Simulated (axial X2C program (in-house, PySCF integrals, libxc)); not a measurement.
# Which molecule has these constants?

All values come from calculations with an axial X2C code built on PySCF integrals, spin-free (one-electron X2C) or two-component (2c: spin–orbit coupling with atomic mean-field Coulomb and Gaunt terms, which also bring small scalar terms), in Dyall basis sets with cores contracted in-house; open shells are unrestricted.

A two-component PBE0 calculation in a Dyall 3-zeta basis gave Re = 2.171 Å, ωe = 388.2 cm⁻¹, De = 3.11 eV, Ω = 1.

Task: Which molecule is it?
A. CaSe⁺
B. SeBr⁺
C. MnSe⁺
D. CrSe⁺
E. NiSe⁺

Result: B. The others have NiSe⁺ 2.195 Å and 290.6 cm⁻¹ (Ω = 3/2); CrSe⁺ 2.266 Å and 290.4 cm⁻¹ (Ω = 3/2); CaSe⁺ 2.576 Å and 312.1 cm⁻¹ (Ω = 3/2); MnSe⁺ 2.280 Å and 306.8 cm⁻¹ (Ω = 1).

Each entry is the lowest single determinant of a limited PBE0 search at one distance. De goes to single-determinant-based atoms at the same level (for ions the charge split of lowest energy) and is withheld (n/a) where an atom does not fit its ground term or J level. Main or longest-lived isotopes. One determinant is a doubtful description, or other states lie close, for SeBr⁺, NiSe⁺, CrSe⁺, MnSe⁺; these need not be ground states, and all values refer to the states named. Some open-shell Ω = 0 determinants are out of reach, so the Ω given for SeBr⁺, MnSe⁺ need not be the lowest component. With several unpaired electrons the Ω given is that of one determinant, not necessarily of the lowest component. The functionals have no current term, which raises determinants with orbital currents.
